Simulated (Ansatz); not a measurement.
Consider the germylene formation by 1,1-elimination: `[BH2][GeH2][SiH2][SiH3]` → `B[SiH2][SiH3]` + `[GeH2]`.

Isolated molecules relaxed with PBE0-D4/def2-TZVP in Ansatz; ΔE leaves out vibrations. CCSD(T)/CBS adds triple-zeta CCSD(T) − MP2 to the extrapolated MP2 energy (def2 sets, frozen cores). DFT in def2-TZVPP. B3LYP here is the variant with VWN-RPA as its local correlation; programs differ in this. For Ge outer-core shells are correlated without core-valence functions, which leaves a few kJ/mol of doubt a bond. Scalar relativity is left out up to krypton. One conformer a species, not always the lowest.

| level | ΔE (kJ/mol) | difference from CCSD(T)/CBS |
| --- | --- | --- |
| PBE-D4 | 203.0 | -2.7 |
| r2SCAN-D4 | 215.2 | 9.5 |
| B3LYP-D4 | 185.0 | -20.7 |
| ωB97X-V | 203.7 | -2.0 |
| ωB97M-V | 191.0 | -14.7 |
| B2PLYP | 189.8 | -15.9 |
| r2SCAN | 212.7 | 7.0 |
| HF/def2-TZVPP | 162.9 | -42.8 |
| MP2/def2-TZVPP | 223.8 | 18.1 |
| SCS-MP2/def2-TZVPP | 205.0 | -0.7 |
| CCSD/def2-TZVPP | 200.2 | -5.5 |
| CCSD(T)/def2-TZVPP | 206.4 | 0.7 |
| HF/def2-QZVPP | 160.8 | -44.9 |
| MP2/def2-QZVPP | 222.7 | 17.0 |
| HF/CBS(def2) | 160.5 | -45.2 |
| MP2/CBS(def2) | 223.1 | 17.4 |
| CCSD(T)/CBS | 205.7 | 0 |

Largest T1 diagnostic among the species: 0.014.

From PBE to PBE0 (25 % exact exchange), in def2-TZVPP and without D4, ΔE moves by +9.6 kJ/mol. In def2-TZVPP, CCSD(T) changes the Hartree–Fock value by +43.5 kJ/mol (the triples alone add +6.2 kJ/mol) and MP2 by +60.9 kJ/mol.
